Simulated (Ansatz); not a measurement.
Molecule: C4H5OSi (charge -1, singlet). It need not be the lowest isomer of its formula. Whether it binds its extra electron was not tested at this geometry. 
Geometry from a B3LYP-D3(BJ)/def2-TZVP (Ansatz, a program for electronic structure) optimisation:
```xyz
11

Si     1.9933     0.0675     0.1631
C      0.1780     0.0514     0.0218
C     -0.7889     1.1272     0.1201
C     -2.0828     0.6684    -0.0522
O     -1.8946    -0.7435    -0.2637
C     -0.5835    -1.0591    -0.2140
H      2.5014     0.5656     1.4790
H      2.6788     0.9371    -0.8428
H      2.5823    -1.2948    -0.0099
H     -0.5380     2.1637     0.3051
H     -0.3114    -2.0952    -0.3591
```
Charge -1, spin multiplicity 1.

Basis-set convergence of Hartree-Fock and CCSD(T) correlation energies (hartree) with Ansatz. Valence correlation only, unless marked. No spin-orbit coupling. Non-relativistic. This anion needs diffuse functions, which these sets lack.

| basis | functions | E(HF) | E(corr, CCSD(T)) |
|---|---|---|---|
| cc-pV(D+d)Z | 118 | -518.10316 | -0.89209 |
| cc-pV(T+d)Z | 259 | -518.18186 | -1.08364 |
| cc-pV(Q+d)Z | 489 | … | … |

**Question.** Complete the blanks.

**Answer.** 
- cc-pV(Q+d)Z, E(HF): -518.20341
- cc-pV(Q+d)Z, E(corr, CCSD(T)): -1.14555
